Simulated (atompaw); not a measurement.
## Tl: PAW (atompaw) pseudisation with PBEsol, scalar-relativistic reference atom.

thallium (Tl), PAW, made with atompaw 4.2.0.5 (PBEsol, scalar-relativistic). Core [Kr] 4d10 4f14, reference 5s2 5p6 5d10 6s1.75 6p1.25. Waves: 5s (bound): rc 1.25 bohr; 6s (bound): rc 1.25 bohr; 5p (bound): rc 1.25 bohr; 6p (bound): rc 1.50 bohr; 5d (bound): rc 1.50 bohr; 5d channel at -0.4 Ry: rc 1.50 bohr. Local part: bessel scheme, radius 1.30 bohr. Core correction: smooth core density matched at 1.25 bohr. Augmentation charge: sinc compensation charge, radius 1.30 bohr; PAW radius 1.50 bohr; waves and projectors: custom polynom vanderbiltortho.

Poles of the logarithmic derivatives, all-electron (AE) and pseudo (PS). s: poles at -8.9 (AE) and -8.9 (PS) Ry. p: poles at -4.0 (AE) and -4.0 (PS) Ry. d: poles at 2.5 (AE) and 2.5 (PS) Ry. Test radius 1.50 bohr.

* Cutoffs needed: 70 Ry and 100 Ry (the cutoffs (Ry, on a coarse ladder) from which the occupation-weighted sum of valence levels, in a spherical-Bessel basis at the reference potential, stays within 10 and 1 mRy of its value at 400 Ry)
* Ghost test: no extra level below or beside the all-electron valence levels (s, p, d, f tested) (spherical-Bessel basis up to 400 Ry, 20 bohr box)
* Lowest eigenvalue of the overlap operator: 0.18 (s channel)
* Overlap eigenvalues printed by atompaw (projector basis): 0.174, 0.692, 0.886, 38.1, 426, 2.88e+03
* Share of each valence orbital outside the PAW sphere: 5s 3 %, 6s 90 %, 5p 8 %, 6p 97 %, 5d 35 %
